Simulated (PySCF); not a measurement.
## Distorted geometries of [Gd(H2S)2]3+

[Gd(H2S)2]3+ (singlet in the valence; each metal's 4f electrons, 7 of them, lie in its core potential, out of spins and levels). PySCF 2.14.0, RKS BP86, Gd lcecp-1-SVP with ECP53, S def2-SVP, H def2-SVP; non-relativistic Hamiltonian with scalar-relativistic core potentials where named; density fitting; no spin-orbit coupling. Relaxed geometry:

```xyz
7

Gd   -1.3599    0.0000    0.0000
S     0.4109    0.1416    2.2064
H     0.9146    1.4300    2.2871
H    -0.3474    0.1869    3.3660
S     0.4109   -0.1416   -2.2064
H     0.9146   -1.4300   -2.2871
H    -0.3474   -0.1869   -3.3660
```

Question: Order these distorted geometries by energy above the relaxed one, lowest first.
A.
```xyz
7

Gd   -1.4050   -0.1324   -0.0428
S     0.4577    0.0976    2.0266
H     0.8701    1.4112    2.3497
H    -0.2729    0.2086    3.4848
S     0.4114   -0.1744   -2.2350
H     0.9210   -1.2669   -2.2299
H    -0.3860   -0.1437   -3.3533
```
B.
```xyz
7

Gd   -1.3702    0.0460    0.0035
S     0.4457    0.1267    2.1567
H     0.8978    1.4516    2.2940
H    -0.3575    0.1435    3.3874
S     0.4084   -0.1088   -2.1999
H     0.9110   -1.4551   -2.2716
H    -0.3389   -0.2039   -3.3700
```
C.
```xyz
7

Gd   -1.3500    0.0637   -0.0538
S     0.4323    0.0842    2.1964
H     0.8174    1.4664    2.3054
H    -0.2857    0.2590    3.3633
S     0.4154   -0.1365   -2.2558
H     0.8609   -1.4079   -2.2330
H    -0.2940   -0.3289   -3.3225
```

Answer: B (0.10 eV), C (0.22 eV), A (1.10 eV).

Question: Which forces (eV/Å) act in the one that lies 0.10 eV up?

Answer: 
```
Gd  -0.02  0.00 -0.09
S   -0.68  0.47  1.36
H   -0.10 -0.39 -0.10
H    0.80 -0.08 -1.20
S    0.29 -1.05 -0.20
H   -0.30  0.95  0.11
H    0.01  0.09  0.11
```
Forces carry noise of the integration grid, about 0.01 to 0.03 eV/Å.

A frequency check found unstable modes (1, the lowest at -39 cm⁻¹), so the relaxed geometry is a saddle point, or these are noise. An lcecp potential fixes the number of 4f electrons, so in runs with it no electron can move into or out of that shell.
